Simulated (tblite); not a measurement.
Species: C6H14S.
Structure used (GFN2-xTB), in Å, numbered top down from 1:
```
atom  x, y, z in Å
C1     2.5333    0.7084    0.0211
C2     1.4067   -0.1210   -0.5808
C3     0.2659   -0.3697    0.4025
C4    -0.8090   -1.2823   -0.1825
C5    -1.9057   -1.6188    0.8195
S6    -0.4414    1.2000    1.0435
C7    -1.1178    1.9797   -0.4504
H8     2.9573    0.2013    0.8846
H9     2.1636    1.6776    0.3460
H10    3.3218    0.8652   -0.7108
H11    1.7984   -1.0929   -0.8932
H12    1.0186    0.3736   -1.4746
H13    0.6668   -0.8218    1.3147
H14   -1.2454   -0.8129   -1.0676
H15   -0.3232   -2.2048   -0.5124
H16   -2.3975   -0.7137    1.1676
H17   -2.6509   -2.2656    0.3629
H18   -1.4851   -2.1292    1.6829
H19   -1.5519    2.9183   -0.1225
H20   -1.8893    1.3521   -0.8858
H21   -0.3240    2.1733   -1.1652
```

All values are computed: GFN2-xTB (tblite) harmonic vibrations without scaling, gas phase. Errors from tens to a few hundred cm⁻¹ against measured bands are possible. One conformer, not necessarily the lowest.

Harmonic wavenumbers (cm⁻¹): 31.2, 78.0, 87.8, 164.9, 185.9, 189.3, 215.8, 240.7, 252.7, 371.8, 441.6, 450.1, 618.6, 731.0, 808.7, 852.7, 912.8, 935.8, 942.0, 973.3, 1034.6, 1066.5, 1089.2, 1108.6, 1120.2, 1147.8, 1228.6, 1236.8, 1263.9, 1286.5, 1311.5, 1339.5, 1345.0, 1415.2, 1417.4, 1451.4, 1454.3, 1494.0, 1496.2, 1497.0, 1498.6, 1503.3, 1503.6, 2943.2, 2951.1, 2957.4, 2972.9, 2979.1, 3028.3, 3032.6, 3035.9, 3037.3, 3037.8, 3039.3, 3044.7, 3046.5, 3061.8.

A = 2375, B = 1680, C = 1220 MHz; mass 118.082 u (most abundant isotopes); point group Cs, symmetry number 1.

What is the zero-point energy?

½Σν̃ = 40981 cm⁻¹ = 117.17 kcal/mol.

What is S at 273.15 K and 1 bar for an ideal gas of classical rigid rotors and harmonic oscillators?

Translation 39.80, rotation 28.32, vibration 28.37: S = 96.5 cal/(mol K).

And Cp and H(273.15 K) − H(0)?

Cp = 35.06 cal/(mol K), of which vibrations give 27.11 (their classical limit is 57 R = 113.3); H(273.15 K) − H(0) = 6.14 kcal/mol without the zero-point energy, 3.97 from vibrations.

Blend soft modes into free rotors: weight 1/[1 + (100 cm⁻¹/ν̃)⁴] for the oscillator and the rest for a rotor with moment μB/(μ + B), μ = h/(8π²ν), B = 10⁻⁴⁴ kg m². What vibrational entropy results?

25.81 cal/(mol K) in place of 28.37, which changes −T·S at 273.15 K by +0.70 kcal/mol.

Which modes carry the vibrational entropy at 273.15 K?

31.2 cm⁻¹: 5.58; 78.0 cm⁻¹: 3.77; 87.8 cm⁻¹: 3.54; 164.9 cm⁻¹: 2.33; 185.9 cm⁻¹: 2.11; 189.3 cm⁻¹: 2.07 cal/(mol K); the other 51 give 8.98 together.

Hindered rotation and anharmonicity are outside this model. Other conformers, if any are populated, would add a mixing term that is left out.

On one thread of an Arm Neoverse V2, shared host, this took 0.59 s wall. This covers the Hessian and the dipole derivatives.
